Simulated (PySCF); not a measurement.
**Correlation energy of Ta⁶¹⁺ (tantalum, charge +61)**

Starting occupation: [Ne] 3s2. Computed with PySCF 2.14 in an uncontracted even-tempered set (17 s from 6.8 bohr⁻², ratio 2.6; 14 p from 8.8 bohr⁻², ratio 2.6; 6 d from 9 bohr⁻², ratio 2.8; 4 f from 120 bohr⁻², ratio 2.8), with X2C-1e with screened-nucleus spin-orbit coupling, Gaussian nucleus. Frozen: 1s2; 10 electrons correlated; the 52 highest virtual spinors left out.

MP2 pair energies summed by pair of shells (mhartree):

| pair | energy | share (%) |
| --- | --- | --- |
| 3s1/2-3s1/2 | -118.28 | 23.6 |
| 2p1/2-2p3/2 | -104.33 | 20.8 |
| 2p3/2-2p3/2 | -98.39 | 19.6 |
| 2p3/2-3s1/2 | -46.54 | 9.3 |
| 2p3/2-2s1/2 | -43.58 | 8.7 |
| 2p1/2-2p1/2 | -24.71 | 4.9 |
| 2p1/2-2s1/2 | -23.43 | 4.7 |
| 2p1/2-3s1/2 | -19.92 | 4.0 |
| 2s1/2-2s1/2 | -11.78 | 2.4 |
| 2s1/2-3s1/2 | -9.91 | 2.0 |

Total MP2 correlation energy: -500.89 mhartree.

The virtual space was cut to 56 spinors, which keep -440.93 of the -500.89 mhartree of MP2 correlation.

| level | correlation energy (mhartree) |
| --- | --- |
| CCSD | -473.56 |
| (T) | -0.61 |
| CCSD(T) | -474.17 |

Diagnostics: T1 = 9.3e-05, largest double amplitude 0.081.

Question: Is a single reference adequate?

Answer: Mostly. T1 lies below 0.03, but a double amplitude of this size points to a near-degeneracy that CCSD handles and MP2 describes poorly.

The coupled-cluster values are those of the cut space; adding the MP2 remainder, -59.96 mhartree, estimates the full space.

At this charge the one-electron X2C treatment keeps the bare 1/r₁₂, with no two-electron picture change or Breit term. The effect here is smaller than on the frozen 1s shell.
